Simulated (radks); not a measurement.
Isoelectronic series with 32 electrons, all held in the configuration [Ar] 3d10 4s2 4p2, which need not be the ground one along the series. Method: Dirac Kohn-Sham, BLYP, spin-unpolarised, spherical densities, finite nucleus; open shells fill j = l - 1/2 first; Fermi nuclear charge, rms radius of each element as measured or else 0.836 A^(1/3) + 0.57 fm; computed with a radial shooting solver on a logarithmic mesh with Libxc functionals. Total energies (hartree) and orbital eigenvalues (Ry):

ion	E (hartree)	4p1/2	4s1/2	3d5/2
Ge	-2099.33126	-0.28244	-0.84984	-2.11563
Rb5+	-2974.87292	-5.56170	-6.86510	-12.71737
Mo10+	-4019.20280	-14.59955	-16.61702	-29.58762
Ag15+	-5235.44304	-27.09951	-29.83794	-52.23033
Te20+	-6627.98880	-43.04397	-46.52017	-80.51540
La25+	-8202.3070	-62.48373	-66.72063	-114.3885
Sm30+	-9964.9540	-85.50688	-90.53235	-153.8233
Ho35+	-11923.8521	-112.2319	-118.0790	-198.8068
Hf40+	-14088.4050	-142.8079	-149.5147	-249.3333
Ir45+	-16470.0273	-177.4186	-185.0290	-305.4009
Pb50+	-19082.3213	-216.2891	-224.8513	-367.0106
